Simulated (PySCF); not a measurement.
# Radial density of Cs (caesium, neutral)

LC-wPBE, [Xe] 5d1, 2D determinant (an excited configuration). All numbers are calculated (PySCF 2.14, the spin-free X2C one-electron Hamiltonian (Gaussian nucleus), in aug-cc-pwCVTZ-X2C).

```
r (bohr)  4πr²ρ (e/bohr)  4πr²(ρα − ρβ)
  0.0269           65.88        -0.0005
  0.0452           67.39        -0.0012
  0.0761           93.12         0.0000
   0.128           71.34         0.0047
   0.215           78.64         0.0015
   0.362           41.56         0.0005
   0.609           31.00         0.0091
    1.02           14.64        -0.0046
    1.72           6.039         0.0295
    2.90           1.658         0.1401
    4.88          0.1837         0.1399
    8.20         0.08106         0.0810
    13.8        0.009685         0.0097
    23.2       1.580e-05         0.0000
```

Densities and radii are taken from the X2C orbitals without a picture-change correction, which distorts them close to the nucleus.

Spin-orbit coupling, absent here, splits the open shell strongly.

(1) Where is the radial spin density 4πr²(ρα − ρβ) most negative, and why is it negative at all?

## Answers

(1) Around r = 1.02 bohr, down to -0.0046 e/bohr: exchange with the open shell polarises the paired shells in an unrestricted calculation.
